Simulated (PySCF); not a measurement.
B(F)(H)(SeH) (BFH2Se), SMILES FB[SeH].

Geometry optimised at B3LYP-D3(BJ)/def2-TZVP. The values are those of a single conformer.

Level of theory: B3LYP-D3(BJ)/def2-TZVP in PySCF.

Frequencies are harmonic and unscaled.

Task: List the normal modes with their intensities. (An estimate is asked for; the answer gives what the named calculation found.)

Result: 
```csv
mode,ν (cm⁻¹),IR (km/mol),Raman (Å⁴/amu),depolarisation,moving atoms (share of kinetic energy)
1,285,1.5,1.0,0.31,"F 61 %, Se 20 %, B 14 %"
2,378,0.8,1.1,0.75,"H 86 %, B 8 %"
3,633,24.3,17.2,0.16,"B 51 %, H 38 %"
4,770,30.5,7.7,0.61,"H 74 %, B 19 %"
5,809,11.8,1.0,0.75,"H 64 %, B 34 %"
6,1090,42.9,2.7,0.11,"H 77 %, F 11 %, B 11 %"
7,1292,393.7,1.1,0.37,"B 65 %, F 27 %"
8,2417,6.1,129.2,0.28,H 99 %
9,2660,98.4,107.6,0.22,"H 91 %, B 9 %"
```
